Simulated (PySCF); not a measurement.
## Two-component Hartree-Fock for Yb (ytterbium, neutral)

Start: [Xe] 4f14 5d1 6s1; 5d5/2 filled at m_j = +5/2; 6s1/2 filled at m_j = +1/2. Calculated with PySCF 2.14 in x2c-SVPall-2c with one added diffuse shell each of s, p, d, f type (8s11p10d4f1g, 128 functions): generalised Hartree-Fock with the X2C-1e Hamiltonian and a Gaussian nucleus; spin-orbit coupling (SO) screened by Boettger's factors. This is a chosen level, not necessarily the ground level.

```json
{"spinor shell": "1s1/2", "electrons": "2", "ε, screened SO (eV)": "-61628.1", "weight of nominal j (screened SO)": "1.000", "rms radius, screened SO (bohr)": "0.0223"}
{"spinor shell": "2s1/2", "electrons": "2", "ε, screened SO (eV)": "-10571.0", "weight of nominal j (screened SO)": "1.000", "rms radius, screened SO (bohr)": "0.0901"}
{"spinor shell": "2p1/2", "electrons": "2", "ε, screened SO (eV)": "-10064.2", "weight of nominal j (screened SO)": "1.000", "rms radius, screened SO (bohr)": "0.0768"}
{"spinor shell": "3s1/2", "electrons": "2", "ε, screened SO (eV)": "-2438.2", "weight of nominal j (screened SO)": "1.000", "rms radius, screened SO (bohr)": "0.231"}
{"spinor shell": "3p1/2", "electrons": "2", "ε, screened SO (eV)": "-2214.4", "weight of nominal j (screened SO)": "1.000", "rms radius, screened SO (bohr)": "0.222"}
{"spinor shell": "3p3/2", "electrons": "4", "ε, screened SO (eV)": "-1986.6", "weight of nominal j (screened SO)": "1.000", "rms radius, screened SO (bohr)": "0.237"}
{"spinor shell": "3d3/2", "electrons": "4", "ε, screened SO (eV)": "-1609.8", "weight of nominal j (screened SO)": "1.000", "rms radius, screened SO (bohr)": "0.210"}
{"spinor shell": "3d5/2", "electrons": "6", "ε, screened SO (eV)": "-1560.5", "weight of nominal j (screened SO)": "1.000", "rms radius, screened SO (bohr)": "0.214"}
{"spinor shell": "4s1/2", "electrons": "2", "ε, screened SO (eV)": "-507.27", "weight of nominal j (screened SO)": "1.000", "rms radius, screened SO (bohr)": "0.519"}
{"spinor shell": "4p1/2", "electrons": "2", "ε, screened SO (eV)": "-415.27", "weight of nominal j (screened SO)": "1.000", "rms radius, screened SO (bohr)": "0.531"}
{"spinor shell": "4p3/2", "electrons": "4", "ε, screened SO (eV)": "-363.23", "weight of nominal j (screened SO)": "1.000", "rms radius, screened SO (bohr)": "0.564"}
{"spinor shell": "4d3/2", "electrons": "4", "ε, screened SO (eV)": "-211.44", "weight of nominal j (screened SO)": "1.000", "rms radius, screened SO (bohr)": "0.599"}
{"spinor shell": "4d5/2", "electrons": "6", "ε, screened SO (eV)": "-201.56", "weight of nominal j (screened SO)": "1.000", "rms radius, screened SO (bohr)": "0.612"}
{"spinor shell": "5s1/2", "electrons": "2", "ε, screened SO (eV)": "-66.064", "weight of nominal j (screened SO)": "1.000", "rms radius, screened SO (bohr)": "1.31"}
{"spinor shell": "5p1/2", "electrons": "2", "ε, screened SO (eV)": "-38.349", "weight of nominal j (screened SO)": "0.999", "rms radius, screened SO (bohr)": "1.49"}
{"spinor shell": "5p3/2", "electrons": "4", "ε, screened SO (eV)": "-32.035", "weight of nominal j (screened SO)": "1.000", "rms radius, screened SO (bohr)": "1.62"}
{"spinor shell": "4f5/2", "electrons": "6", "ε, screened SO (eV)": "-14.429", "weight of nominal j (screened SO)": "1.000", "rms radius, screened SO (bohr)": "0.859"}
{"spinor shell": "4f7/2", "electrons": "8", "ε, screened SO (eV)": "-12.823", "weight of nominal j (screened SO)": "1.000", "rms radius, screened SO (bohr)": "0.886"}
{"spinor shell": "6s1/2", "electrons": "1", "ε, screened SO (eV)": "-6.000", "weight of nominal j (screened SO)": "1.000", "rms radius, screened SO (bohr)": "4.48"}
{"spinor shell": "5d5/2", "electrons": "1", "ε, screened SO (eV)": "-2.707", "weight of nominal j (screened SO)": "1.000", "rms radius, screened SO (bohr)": "5.15"}
```

Q: Where does 2p3/2 lie, and what is the 2p spin-orbit splitting (screened SO)?

A: At -9011.2 eV, 1053.1 eV above 2p1/2.

```tsv
quantity	screened SO
E (hartree)	-14061.62318
M_J	3
⟨J²⟩	12.006
⟨L²⟩	6.111
⟨S²⟩	2.113
```

Each row is a mean over spinors that exchange with the open shell spreads, by up to 0.981 eV (5p3/2).

Breit and QED terms are absent; they matter most for the inner s and p1/2 levels.

Densities and radii are taken from the X2C orbitals without a picture-change correction, which distorts them close to the nucleus.
